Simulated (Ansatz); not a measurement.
Geometry optimisation of trimethylarsine (`C[As](C)C`).

```yaml
crystal:
  periodic: [false, false, false]
  atoms:
    - {symbol: C, position_ang: [-0.581994, 1.438714, -0.718439]}
    - {symbol: As, position_ang: [0.613383, -0.144387, -0.847342]}
    - {symbol: C, position_ang: [1.423613, 0.033549, 0.959166]}
    - {symbol: C, position_ang: [-0.753976, -1.499623, -0.352032]}
    - {symbol: H, position_ang: [0.025380, 2.363411, -0.777312]}
    - {symbol: H, position_ang: [-1.156511, 1.439471, 0.230343]}
    - {symbol: H, position_ang: [-1.288354, 1.434576, -1.571982]}
    - {symbol: H, position_ang: [0.650244, 0.173748, 1.741758]}
    - {symbol: H, position_ang: [2.012672, -0.876541, 1.187726]}
    - {symbol: H, position_ang: [2.112154, 0.901495, 0.967649]}
    - {symbol: H, position_ang: [-0.257795, -2.473939, -0.173303]}
    - {symbol: H, position_ang: [-1.467163, -1.623679, -1.190738]}
    - {symbol: H, position_ang: [-1.311552, -1.201596, 0.559307]}
basis:
  gaussian: {orbitals: def2-TZVP}
hamiltonian: {xc: pbe0, dispersion: d4}
relax: {f_tol: 0.005, max_steps: 150}
```

```sh
$ ansatz run in.yaml --threads 4 --pin off --events-out ev --progress --plain --max-ram 10444MiB
```

Output, abridged:

```
Functional definition: PBE0
mean field -64089.17661137 eV, -2355.2337992636 hartree, gradient 2.0e-5 eV, S^2 0.000000; 0 other end points of the search recorded, 0 dependent functions left out
relax step   1: F+E_penalty+E_count = -64089.39654192 eV  Δ(F+E_penalty+E_count) = +0.000e0 eV  max|allowed force component| = 5.161e-1 eV/Å  Δτ_max = 0.0000 Å  (27 SCF iters, accepted)
mean field -64089.22788756 eV, -2355.2356836290 hartree, gradient 2.1e-5 eV, S^2 0.000000; 0 other end points of the search recorded, 0 dependent functions left out
relax step   2: F+E_penalty+E_count = -64089.44887674 eV  Δ(F+E_penalty+E_count) = -5.233e-2 eV  max|allowed force component| = 1.420e-1 eV/Å  Δτ_max = 0.0212 Å  (30 SCF iters, accepted)
mean field -64089.23089523 eV, -2355.2357941586 hartree, gradient 2.0e-5 eV, S^2 0.000000; 0 other end points of the search recorded, 0 dependent functions left out
relax step   3: F+E_penalty+E_count = -64089.45256413 eV  Δ(F+E_penalty+E_count) = -3.687e-3 eV  max|allowed force component| = 7.297e-2 eV/Å  Δτ_max = 0.0139 Å  (30 SCF iters, accepted)
mean field -64089.23174569 eV, -2355.2358254126 hartree, gradient 1.9e-5 eV, S^2 0.000000; 0 other end points of the search recorded, 0 dependent functions left out
relax step   4: F+E_penalty+E_count = -64089.45312062 eV  Δ(F+E_penalty+E_count) = -5.565e-4 eV  max|allowed force component| = 1.867e-3 eV/Å  Δτ_max = 0.0059 Å  (31 SCF iters, accepted)
mean field -64089.23174569 eV, -2355.2358254126 hartree, gradient 1.9e-5 eV, S^2 0.000000; 1 other end points of the search recorded, 0 dependent functions left out
Total energy: -64089.45315274 eV, -2355.2439619714 hartree
Atom 0 at    -0.577263     1.427429    -0.711852 Å, force     0.000493    -0.001162     0.000614 eV/Å
Atom 1 at     0.600070    -0.141278    -0.830237 Å, force    -0.001367     0.000356     0.001867 eV/Å
Atom 2 at     1.410306     0.033529     0.951331 Å, force    -0.001217    -0.000003    -0.000841 eV/Å
Atom 3 at    -0.747503    -1.487730    -0.348442 Å, force     0.000656     0.001210     0.000326 eV/Å
Atom 4 at     0.024032     2.335825    -0.770745 Å, force     0.000783     0.001332    -0.000264 eV/Å
Atom 5 at    -1.141091     1.427930     0.223234 Å, force     0.000303    -0.000683     0.000448 eV/Å
Atom 6 at    -1.272898     1.421398    -1.552245 Å, force    -0.000948     0.000165    -0.001301 eV/Å
Atom 7 at     0.647336     0.173119     1.719886 Å, force    -0.000744     0.000050    -0.000341 eV/Å
Atom 8 at     1.987670    -0.864590     1.175471 Å, force     0.000891    -0.001239     0.000353 eV/Å
Atom 9 at     2.088716     0.887891     0.957492 Å, force     0.001117     0.001105     0.000019 eV/Å
Atom 10 at    -0.255189    -2.445647    -0.174575 Å, force     0.000643    -0.001473     0.000066 eV/Å
Atom 11 at    -1.449744    -1.607895    -1.174654 Å, force    -0.000967    -0.000346    -0.001223 eV/Å
Atom 12 at    -1.294341    -1.194783     0.550136 Å, force     0.000358     0.000687     0.000278 eV/Å
Dipole moment:    -0.119425     0.027658     0.165890 e Å
```

Run time 19 s (4 threads of an Intel Xeon on a shared host); peak host memory 0.53 GiB.
